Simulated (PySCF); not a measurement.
# A survey of $^{29}$Si NMR shifts

- NMR shieldings at PBE0/pcSseg-1/GIAO
- structure optimised with GFN2-xTB
- run in PySCF 2.14
- single conformer, relativity neglected, averaged over atoms made equivalent by symmetry, fast rotation or ring inversion, in vacuum

Shieldings were converted by a linear fit to measured shifts: $^{29}$Si: δ = 279.94 − 0.822σ (rms 8.9 ppm, 72 shifts, 25.8 ppm with the 6 outliers that the fit left out vs TMS, solution or neat liquid). Occasional misses reach two or three times the rms, and more in compound classes unlike the fitted ones.

Q: Give the $^{29}$Si shifts of `CO[SiH2][Si@H](F)OC[SiH3]`, `F[Si](F)(F)C1=CCC=C1`, `C[Si@@H](O)[Si@](C)(F)O[SiH3]`, `C=NC(=O)CC[SiH2]C`, `C#C/C=C(\C)[Si](F)(F)F`, `C[SiH2]O[SiH](F)O[SiH2]C`, `C[Si@]1(P)CC[SiH2]O1`.

A: 
| compound | environment | δ (ppm) |
| --- | --- | --- |
| [CH3:1][O:2][SiH2:3][Si@H:4]([F:5])[O:6][CH2:7][SiH3:8] | Si4: silicon bonded to F, O, Si, H | -7.0 |
| [CH3:1][O:2][SiH2:3][Si@H:4]([F:5])[O:6][CH2:7][SiH3:8] | Si3: silicon bonded to O, Si, 2 H | -32.6 |
| [CH3:1][O:2][SiH2:3][Si@H:4]([F:5])[O:6][CH2:7][SiH3:8] | Si8: silicon bonded to C, 3 H | -65.9 |
| F[Si](F)(F)C1=CCC=C1 | silicon bonded to C, 3 F | -61.8 |
| [CH3:1][Si@@H:2]([OH:3])[Si@:4]([CH3:5])([F:6])[O:7][SiH3:8] | Si4: silicon bonded to C, F, O, Si | -4.9 |
| [CH3:1][Si@@H:2]([OH:3])[Si@:4]([CH3:5])([F:6])[O:7][SiH3:8] | Si2: silicon bonded to C, O, Si, H | -16.1 |
| [CH3:1][Si@@H:2]([OH:3])[Si@:4]([CH3:5])([F:6])[O:7][SiH3:8] | Si8: silicon bonded to O, 3 H | -43.8 |
| C=NC(=O)CC[SiH2]C | silicon bonded to 2 C, 2 H | -43.7 |
| C#C/C=C(\C)[Si](F)(F)F | silicon bonded to C, 3 F | -61.7 |
| [CH3:1][SiH2:2][O:3][SiH:4]([F:5])[O:6][SiH2:7][CH3:8] | Si2/7: silicon bonded to C, O, 2 H (×2) | -25.4 |
| [CH3:1][SiH2:2][O:3][SiH:4]([F:5])[O:6][SiH2:7][CH3:8] | Si4: silicon bonded to F, 2 O, H | -71.7 |
| [CH3:1][Si@:2]1([PH2:3])[CH2:4][CH2:5][SiH2:6][O:7]1 | Si2: silicon bonded to 2 C, O, P, in a 5-membered ring | 26.6 |
| [CH3:1][Si@:2]1([PH2:3])[CH2:4][CH2:5][SiH2:6][O:7]1 | Si6: silicon bonded to C, O, 2 H, in a 5-membered ring | -12.1 |
